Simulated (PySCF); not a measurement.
Excitations are Tamm–Dancoff values on a coarser integration grid. The basis has no diffuse functions, so Rydberg states are missing or too high.

Species: C$_{3}$H$_{3}$NS, SMILES `c1cnsc1` (charge 0, multiplicity 1).

### Question
Predict the S1 oscillator strength, HOMO–LUMO gap, adiabatic ionisation energy (no zero-point term), T1 excitation (TDA), brightest of the four lowest singlets (TDA), dipole moment, LUMO and S1–T1 gap (TDA) from PBE0-D4/def2-TZVP (PySCF 2.14.0).

### Answer

```yaml
S1 oscillator strength: 0.003
HOMO–LUMO gap: 6.62 eV
adiabatic ionisation energy (no zero-point term): 9.59 eV
T1 excitation (TDA): 4.20 eV
brightest of the four lowest singlets (TDA): 6.00 eV
dipole_moment: 2.40 D
LUMO: -0.95 eV
S1–T1 gap (TDA): 1.64 eV
```
